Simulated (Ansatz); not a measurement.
`O=C=[N][In]([F])[F]` + NH₃ → `[NH2][In]([F])[F]` + `N=C=O` at 500 K and 1 bar (ligand exchange at the In–N bond).

Computed with Ansatz on PBE0-D4/def2-TZVP structures; ΔE is electronic, products minus reactants. CCSD(T)/CBS is the MP2 limit (def2-TZVPP, def2-QZVPP) plus CCSD(T) − MP2 in def2-TZVPP, frozen cores. This one scheme is used for every species. Elements past krypton have def2 core potentials. For In outer-core shells are correlated without core-valence functions, which leaves a few kJ/mol of doubt a bond. Each species was taken in one conformer, which may not be the lowest.

```csv
species,CCSD(T)/CBS energy (Eh),H − E (kJ/mol),S (J/(mol·K))
`O=C=[N][In]([F])[F]`,-557.39754,86.3,433.9
NH₃,-56.50880,108.2,211.8
`[NH2][In]([F])[F]`,-445.37255,112.6,384.0
`N=C=O`,-168.51995,77.7,264.2
```

H − E and S are ideal-gas, rigid-rotor, harmonic terms from PBE0-D4/def2-TZVP, for one conformer and one mirror image of each species. 1 Eh = 2625.50 kJ/mol, R = 8.31446 J/(mol·K).

Task: By hand: ΔE, ΔH, ΔS and ΔG.

Result: ΔE = (-445.37255) + (-168.51995) − (-557.39754) − (-56.50880) = 0.01384 Eh = 36.3 kJ/mol. Δ(H − E) = 112.6 + 77.7 − 86.3 − 108.2 = -4.2, so ΔH = 32.1 kJ/mol. ΔS = 384.0 + 264.2 − 433.9 − 211.8 = 2.5 J/(mol·K). ΔG = 32.1 − 500 × (2.5)/1000 = 30.9 kJ/mol.

Task: By hand: the equilibrium constant, and the temperature at which ΔG would vanish if ΔH and ΔS stayed fixed.

Result: log₁₀ K = −ΔG/(RT ln 10) = -3.2. ΔG = 0 at ΔH/ΔS = 12840 K, far beyond where these terms or the molecules hold.

The number of gas molecules stays the same, so ΔS is small and ΔH decides. A doubt of 5 kJ/mol in ΔE shifts log₁₀ K by 0.5 here. Other conformers and mirror images would add mixing entropy, several J/(mol·K) or more a flexible species. Modes under 60 cm⁻¹, often nearly free rotors, make the harmonic entropy too high. These are equilibria of isolated gas molecules and say nothing of rates. Largest T1 diagnostic: 0.018 (customary marks: 0.02 for closed shells, 0.045 for open ones).
